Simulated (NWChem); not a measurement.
System: BSiH₄OCl; SMILES B([SiH3])(O)Cl

```xyz
8

B      0.4388    -0.0998     0.0055
Cl    -0.6035    -1.5443     0.0705
O      1.7702    -0.2570    -0.0388
H      2.0477    -1.1836    -0.0305
Si    -0.4174     1.7376     0.0006
H      0.5983     2.8329    -0.0569
H     -1.2432     1.9108     1.2367
H     -1.3298     1.8643    -1.1791
```
Atoms are numbered in this order, from 1.

Computed with NWChem. STO-3G and 3-21G are far too small for this property and stand as cheap habits. All runs use the structure optimised with PBE0/def2-SVP. GIAO values for the isolated, static molecule; σ is the absolute isotropic shielding, δ = σ(reference) − σ with the isolated reference molecule computed at the same levels (11B: boron trifluoride, 1H: tetramethylsilane, 17O: water, 29Si: tetramethylsilane).

For level PBE/pcSseg-1:

| Item | Result |
|---|---|
| δ B1 (ppm) | 35.4 |
| σ Cl2 (ppm) | 659.6 |
| δ O3 (ppm) | 232.2 |
| δ H4 (ppm) | 6.28 |
| δ Si5 (ppm) | -112.4 |
| δ H6 (rotor mean) (ppm) | 3.60 |

Task: Estimate the same quantities for level Hartree-Fock/STO-3G.

Result: The δ B1 (ppm) comes out as 47.8 and the σ Cl2 (ppm) is 1048.2. The δ O3 (ppm) is 102.1 and the δ H4 (ppm) is 5.46. The δ Si5 (ppm) is -85.8 and the δ H6 (rotor mean) (ppm) comes out as 1.58.
